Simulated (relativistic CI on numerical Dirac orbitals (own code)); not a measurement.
## Radial parameters of Au17+

Computed by Dirac-Coulomb-Breit CI, KLI orbitals optimised for each configuration, model QED, unscaled Slater integrals (own radial code, finite nucleus).

Slater integrals F^k, G^k are unscaled and averaged over j, outside the closed core [Kr] 4d10; ζ comes from projecting the Hamiltonian with its Breit term on Σ l·s of the shell.

- 4f¹⁴5s5p: G^1(5s,5p) = 150930, ζ(5p) = 124930 cm⁻¹; <r>(5s) = 0.8427, <r^2>(5s) = 0.7904, <r>(5p) = 0.9151, <r^2>(5p) = 0.9345 (bohr units).
- 4f¹³5s²5p: ζ(4f) = 8640.6, F^2(4f,5p) = 88113, G^2(4f,5p) = 31128, G^4(4f,5p) = 27718, ζ(5p) = 128380 cm⁻¹; <r>(4f) = 0.4684, <r^2>(4f) = 0.259, <r>(5p) = 0.9097, <r^2>(5p) = 0.9235 (bohr units).
- 4f¹⁴5s5d: G^2(5s,5d) = 96448, ζ(5d) = 13042 cm⁻¹; <r>(5s) = 0.8423, <r^2>(5s) = 0.7897, <r>(5d) = 1.03, <r^2>(5d) = 1.189 (bohr units).

In this model ζ of a weakly bound d, f or g electron outside closed shells comes out too small, for d by up to a factor of two or three and at times with the wrong sign; that of an outer p electron is too small as well.

Averages of the first 10 configurations, taken without configuration mixing, which lowers the lowest level and can move excited configurations by several eV; other configurations of the list can lie among them:

```json
{"Configuration": "4f¹⁴5s²", "Parity": "even", "States": "1", "Average energy above the lowest level (eV)": "1.1"}
{"Configuration": "4f¹⁴5s5p", "Parity": "odd", "States": "12", "Average energy above the lowest level (eV)": "55.2"}
{"Configuration": "4f¹³5s²5p", "Parity": "even", "States": "84", "Average energy above the lowest level (eV)": "63.3"}
{"Configuration": "4f¹⁴5s5d", "Parity": "even", "States": "20", "Average energy above the lowest level (eV)": "132.1"}
{"Configuration": "4f¹⁴5s5f", "Parity": "odd", "States": "28", "Average energy above the lowest level (eV)": "209.6"}
{"Configuration": "4f¹³5s²5d", "Parity": "odd", "States": "140", "Average energy above the lowest level (eV)": "142.8"}
{"Configuration": "4f¹⁴5p5d", "Parity": "odd", "States": "60", "Average energy above the lowest level (eV)": "189.3"}
{"Configuration": "4f¹⁴5s5g", "Parity": "even", "States": "36", "Average energy above the lowest level (eV)": "267.0"}
{"Configuration": "4f¹⁴5p²", "Parity": "even", "States": "15", "Average energy above the lowest level (eV)": "114.5"}
{"Configuration": "4f¹³5p³", "Parity": "even", "States": "280", "Average energy above the lowest level (eV)": "182.2"}
```
